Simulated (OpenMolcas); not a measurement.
## Ag6+: effect of the IPEA shift

```yaml
Program: OpenMolcas
Basis: ANO-RCC-VTZP [7s6p4d2f1g]
Scalar_Hamiltonian: DKH2, point nucleus
Active_space: 11 electrons in 8 orbitals (RAS1 4p, at most 2 holes; RAS2 4d)
State_averaging: 2S+1 = 6 even, 1 root; 2S+1 = 4 even, 24 roots; 2S+1 = 2 even, 70 roots
Spin-orbit_coupling: state interaction with AMFI integrals over the reference wave functions, term energies averaged over their components
```

Methods on the same reference wave functions:
A. RASSCF
B. MS-RASPT2, IPEA 0 Eh, imaginary shift 0.1 Eh (closed shells correlated: 4s)
C. MS-RASPT2, IPEA 0.25 Eh, imaginary shift 0.1 Eh (closed shells correlated: 4s)

Energies in cm-1 above 4d5 6S 5/2, the measured ground level; measured values from the list in Gamrath, thesis, University of Mons (2023).

| Level | A | B | C | Measured |
| --- | --- | --- | --- | --- |
| 4d5 6S 5/2 | 0.0 | 0.0 | 0.0 | 0.0 |
| 4d5 4G 5/2 [56 %] | 34837 | 30880 | 31330 | 29390 |
| 4d5 4G 7/2 | 36105 | 31770 | 32200 | 30378 |
| 4d5 4G 11/2 | 36421 | 32030 | 32460 | 30662 |
| 4d5 4G 9/2 | 36628 | 32250 | 32670 | 30907 |
| 4d5 4P 3/2 [56 %] | 36936 | 34620 | 35080 | 32994 |
| 4d5 4P 1/2 [69 %] | 38057 | 36160 | 36620 | 34605 |
| 4d5 4D 7/2 | 42588 | 38220 | 38680 | 36485 |
| 4d5 4D 1/2 [70 %] | 44071 | 40240 | 40690 | 38685 |
| 4d5 4D 5/2 [56 %] | 44398 | 40900 | 41380 | 39299 |
| 4d5 4D 3/2 [55 %] | 44682 | 41290 | 41750 | 39788 |
| 4d5 2I 11/2 | 52608 | 45910 | 46680 | 44011 |
| 4d5 2D 3/2(1) [53 %] | 53844 | 50220 | 50880 |  |
| 4d5 2I 13/2 | 54285 | 47360 | 48120 | 45546 |
| 4d5 4F 9/2 [62 %] | 56501 | 51430 | 52040 | 49104 |
| 4d5 4F 5/2 | 57729 | 53250 | 53810 | 51049 |
| 4d5 4F 3/2 [53 %] | 60173 | 56230 | 56850 |  |
| 4d5 2H 9/2 [54 %] | 61292 | 56020 | 56750 |  |
| 4d5 2G 7/2(1) | 64801 | 58200 | 59060 |  |
| 4d5 2H 11/2 | 65196 | 59940 | 60720 | 57962 |
| 4d5 2F 7/2(2) | 68708 | 62290 | 63070 | 59792 |
| 4d5 2S 1/2 | 73392 | 66550 | 67520 |  |
| 4d5 2D 3/2(2) | 81045 | 75110 | 75970 |  |
| 4d5 2D 5/2(2) | 82179 | 76220 | 77070 |  |

Deviations, from unrounded energies. A percentage is the sum of absolute deviations over the sum of measured energies, with the sign that they share, or ± where signs differ.

| Against measurement | Levels | A | B | C |
| --- | --- | --- | --- | --- |
| mean absolute deviation (cm-1) | 16 | 6200 | 1700 | 2300 |
| other terms of the ground configuration (%) | 16 | +15.2 | +4.3 | +5.6 |

B lies closest to measurement on these levels and A furthest from it. The largest miss of B in the table is 4d5 2F 7/2(2), by +2500 cm-1. The ranking rests on the paired levels alone, and a cruder setting can come out closer through cancelling errors.

Between B and C the level of the table that moves most is 4d5 2S 1/2, by 970 cm-1 (lowest in B, highest in C). Moves below CASPT2's spread within the term are not significant.

The mean deviations of B to C differ by less than CASPT2's widest spread within a term (800 cm-1), so their order carries little weight.

From A to B the spin-free energies of the other terms of 4d5 shown, above 6S, scale by factors of 0.87 to 0.97, as is usual when dynamic correlation screens the repulsion within a d or f shell.

The lowest spin-free term lies below A's lowest term by 0.295 hartree in B, 0.290 hartree in C.

Term energies are means over components that CASPT2 splits; among the terms shown or strongly mixed into the levels shown the widest spread is 800 cm-1 (4d5 2I, C). Active for correlation alone: 4p; no level in the range computed is led by a configuration that opens it, so any true level of that kind is missing. Without dynamic correlation excited terms often stand tens of per cent too high (terms of higher spin than the ground term too low), and those without a measured partner can miss by more than the paired ones (holds for A). Some levels mix across a computed gap that differs much from the measured one, so their mixing is not that of the real levels (holds for A). The CASPT2 spread within a term exceeds the gap to the next term for 4d5 2G(1) and 4d5 2H, so the order of their levels is uncertain, and so are names and mixing where such terms share a J (holds for C). Computed and measured levels are paired by configuration, term and J; levels that our copy of the source lacks, or whose pairing is in doubt (as where it misses far off the trend of its configuration), stay unpaired and out of the deviations. Only configurations of the active space appear. Levels that lie high or do not pair safely by name in every column are left out.

A share in square brackets marks a mixed level and gives the weight of the term that names it, the lowest over the columns. A number in round brackets counts repeated terms of one configuration in the order of the reference energies.
